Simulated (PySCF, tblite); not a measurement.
Compound: C4H9F3OSi.
Structure used (GFN2-xTB), in Å, numbered top down from 1:
```xyz
18
C4H9F3OSi angstrom
C      3.0521    0.0930    0.4702
C      1.6751    0.6579    0.1484
C      0.6029   -0.4143    0.2588
O     -0.6644    0.1821   -0.0702
C     -1.7299   -0.6267   -0.0748
F     -1.8720   -1.2971    1.1204
F     -1.5653   -1.6672   -0.9734
Si    -3.2861    0.4393   -0.5007
F     -3.3526    1.5439    0.6560
H      3.0763   -0.3032    1.4827
H      3.3056   -0.7095   -0.2187
H      3.8067    0.8708    0.3868
H      1.6621    1.0620   -0.8647
H      1.4302    1.4689    0.8351
H      0.8019   -1.2376   -0.4367
H      0.5555   -0.8141    1.2780
H     -3.0283    1.1349   -1.7452
H     -4.4786   -0.3768   -0.3747
```

Method: PBE0/pcSseg-1 in PySCF (dipole) on a GFN2-xTB geometry, gas phase.

Masses are those of the commonest isotopes; rigid-rotor values at the optimised geometry. The values belong to one conformer with, in the numbering `[CH3:1][CH2:2][CH2:3][O:4][C:5]([F:6])([F:7])[SiH2:8][F:9]`, C1–C2–C3–O4 -179°, C2–C3–O4–C5 178°, C3–O4–C5–F6 55°, O4–C5–Si8–F9 -60°.

Q: What are A, B and C (MHz)?

A: Ia = 219.47, Ib = 751.82, Ic = 845.91 u·Å²; 505379 MHz·u·Å²/I gives A = 2303, B = 672.2, C = 597.4 MHz.

Q: What kind of rotor is it?

A: A near-prolate asymmetric top. Ray's parameter κ = (2B − A − C)/(A − C) = -0.912; −1 is the prolate and +1 the oblate limit.

Q: Is it planar, by Δ = Ic − Ia − Ib?

A: Not planar: Δ = Ic − Ia − Ib = -125.39 u·Å². For a rigid frame Δ = −2 Σ m c², so Σ m c² = 62.69 u·Å² lies off the ab plane: 8.58 from hydrogen and 54.11 from heavier atoms. The atom farthest from that plane is 1.87 Å away.

Q: Give the other two planar moments, Paa and Pbb, and the rms extents of the mass along the axes.

A: Paa = Σ m a² = (Ib + Ic − Ia)/2 = 689.13 and Pbb = Σ m b² = (Ia + Ic − Ib)/2 = 156.78 u·Å². With the mass M = 158.04 u, the rms extents √(P/M) along a, b and c are 2.09, 1.00, 0.63 Å.

Q: Which types of transition are allowed, and where do some lines up to J = 3 fall?

A: The dipole components are |μa| = 1.05 D, |μb| = 0.02 D, |μc| = 1.21 D. The squared components, which scale the intensities, stand as 0.75 : 0.00 : 1.00 (a : b : c). Some lines, for components of 0.1 D or more:

```csv
type,branch,"J(Ka,Kc)",MHz,lower level (cm⁻¹)
a,Q,"3(1,2) ← 3(1,3)",449,0.302
a,R,"2(1,2) ← 1(1,1)",2465,0.097
a,R,"2(0,2) ← 1(0,1)",2537,0.042
c,R,"1(1,0) ← 0(0,0)",2975,0.000
a,R,"3(1,3) ← 2(1,2)",3695,0.179
c,Q,"3(2,2) ← 3(1,2)",4781,0.317
c,R,"3(1,2) ← 2(0,2)",5702,0.127
c,R,"2(2,0) ← 1(1,0)",7508,0.099
c,R,"3(2,1) ← 2(1,1)",8713,0.186
c,R,"3(2,2) ← 2(1,2)",8925,0.179
```

Q: Estimate the classical rotational partition function at 10 K, 100 K and 200 K.

A: Point group C1, symmetry number σ = 1; q = (√π/σ)·√((kT/h)³/(ABC)), k/h = 20836.6 MHz/K: 5540 at 10 K, 175000 at 100 K, 496000 at 200 K.

Its GFN2-xTB frequencies are all real (lowest 26 cm⁻¹). Constants of a rigid frame at the computed geometry: no zero-point averaging, no centrifugal distortion. A rigid rotor knows nothing of internal rotation, which can split or shift real lines.
